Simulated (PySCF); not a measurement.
# Excitation energy of N by level of theory

N [He] 2s2 2p3 (4S) → N [He] 2s1 2p4 (4P), as a difference of total energies. Computed with PySCF 2.14 in aug-cc-pVQZ (6s5p4d3f2g, 80 functions), with the non-relativistic Hamiltonian (point nucleus). Correlated levels: valence: 1s2 frozen. The calculations carry no spin-orbit coupling.

```csv
method,excitation energy (eV)
UHF,10.873
LDA,10.556
PBE,10.375
PBE0,10.619
r2SCAN,10.309
TPSS,10.581
B3LYP,10.618
wB97M-V,10.979
r2SCANh,10.392
ROHF,11.019
MP2 (valence),11.034
SCS-MP2 (valence),11.054
```

How much does correlation contribute at MP2 (valence)?

11.034 − (10.873) = 0.161 eV, measured against UHF.

Errors of the correlated levels include the incompleteness of this basis and the frozen core.

For comparison: 10.927 eV (measured; NIST levels, between the centres of gravity of the two terms).
